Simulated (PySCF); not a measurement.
## (HBe-mu-F)2: 4 charge schemes on one density

Species: (HBe-mu-F)2.
Structure used (PBE0-D3(BJ)/def2-SVP), in Å, numbered top down from 1:
```
atom  x, y, z in Å
Be1    0.808    0.287   -0.751
H2     1.753    0.622   -1.630
F3    -0.499   -0.624   -0.776
Be4   -0.809   -0.288    0.750
H5    -1.751   -0.619    1.633
F6     0.499    0.624    0.774
```

Density: PBE0/pcSseg-1 (PySCF); schemes: Mulliken, IAO, Hirshfeld and ESP-fitted. The structure is a single PBE0-D3(BJ)/def2-SVP conformer in the gas phase; no vibrational or solvent corrections.

**Question.** At which atom do the 4 schemes differ most?

**Answer.** At Be1: from +0.352 (Hirshfeld) to +1.383 e (IAO), 1.031 e apart.

**Question.** For which atoms does the sign change between the 4 schemes (beyond +0.03 e in one, beyond −0.03 e in another)?

**Answer.** For none.

**Question.** What partial charge does each atom carry?

**Answer.** In e:

```
atom                    environment  Mulliken     IAO  Hirshfeld  ESP-fitted
 Be1  beryllium bonded to 2 F and H    +0.666  +1.383     +0.352      +0.862
  H2                hydrogen on Be1    -0.103  -0.546     -0.183      -0.390
  F3        fluorine bonded to 2 Be    -0.564  -0.836     -0.169      -0.470
 Be4  beryllium bonded to 2 F and H    +0.666  +1.383     +0.353      +0.851
  H5                hydrogen on Be4    -0.103  -0.546     -0.183      -0.384
  F6        fluorine bonded to 2 Be    -0.563  -0.837     -0.169      -0.470
```

Mean size of the charges over all atoms: IAO 0.922 e, ESP-fitted 0.571 e, Mulliken 0.444 e, Hirshfeld 0.235 e. Each set sums to the total charge, 0, to within 0.001 e. The ESP scheme is a least-squares fit of atom-centred charges to the potential on four shells outside the van der Waals surface, with the total charge fixed. The Mulliken scheme gives each basis function's population to the atom it is centred on and halves the overlap population of two atoms between them.

**Question.** How many electrons does the Mulliken scheme count on F6?

**Answer.** Z − q = 9 − (-0.563) = 9.563.

**Question.** Sum the charges by element.

**Answer.** 
| element | atoms | Mulliken | IAO | Hirshfeld | ESP-fitted |
| --- | --- | --- | --- | --- | --- |
| Be | 2 | +1.333 | +2.766 | +0.705 | +1.713 |
| H | 2 | -0.206 | -1.093 | -0.367 | -0.773 |
| F | 2 | -1.127 | -1.673 | -0.339 | -0.940 |

The run behind these numbers computed NMR shieldings as well. On an Arm Neoverse V1 with one thread (shared host), this took 2.1 s wall.
